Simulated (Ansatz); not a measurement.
The cluster Cu2H2, relaxed as a singlet with RKS PBE0-D4/def2-TZVP in Ansatz, starting from the GFN2-xTB geometry. Force threshold 0.02 eV/Å.

The structure comes from a short search, and lower isomers may exist.

Start:

```xyz
4

Cu    2.028   -0.702   -0.727
Cu   -0.040   -0.023    0.385
H    -0.672    0.222   -0.714
H    -1.317    0.503    1.056
```

Estimate the energy that the relaxation releases and the steps that it takes.

44.8 kcal/mol, in 11 steps; 19 s on 4 threads of Arm Neoverse V1 on a shared host. No frequencies were taken in this run, so the end may be a saddle point.

Does the start keep its bonding and symmetry?

Bonds formed: Cu1–H3 (atoms count from 1). The end is the same structure that another start reached, the lowest one found.

Predict the relaxed structure.


```xyz
4

Cu    1.570   -0.563   -0.581
Cu   -0.542    0.194    0.235
H     0.215   -0.075   -1.219
H    -1.242    0.444    1.565
```
Bond lengths (bridged metal pairs left out): 3 × Cu–H 1.52 to 1.66 Å.
